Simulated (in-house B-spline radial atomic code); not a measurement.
RPA and G0W0 for Cl VIII (Cl7+), [He] 2s2 2p6, as one setting changes: the share of exact exchange in the PBE hybrid start. A dash marks a level of low quasi-particle weight. Computed with an all-electron radial atomic-structure program (B-spline basis): all electrons, non-relativistic, point nucleus, each spin shell either full or empty, empty states to l = 9 with an (l + 1/2)⁻⁴ tail; G0W0 by contour deformation at full frequency.

```tsv
share of exact exchange in the PBE hybrid start	mean-field level (eV)	G0W0 level (eV)	RPA correlation (Eh)
0	-323.06	2p -348.42	-0.61793
0.1	-325.92	2p -348.49	-0.61306
0.2	-328.79	2p -348.54	-0.60829
0.3	-331.66	2p -348.59	-0.60362
0.4	-334.53	2p -348.64	-0.59904
0.5	-337.40	2p -348.68	-0.59455
0.6	-340.28	2p -348.72	-0.59014
0.7	-343.15	2p -348.75	-0.58582
0.8	?	?	?
0.9	?	?	?
1	-351.78	2p -348.83	-0.57334
```

(1) What belongs in the row for 0.9?

(2) What belongs in the row for 0.8?

(3) At what share of exact exchange does G0W0 leave the highest level unchanged?

Results:

(1) mean-field level (eV): -348.90; G0W0 level (eV): 2p -348.80; RPA correlation (Eh): -0.57742.

(2) mean-field level (eV): -346.03; G0W0 level (eV): 2p -348.78; RPA correlation (Eh): -0.58158.

(3) Near 0.90, where the shift changes sign (-2.753 eV at 0.8, +0.099 eV at 0.9).
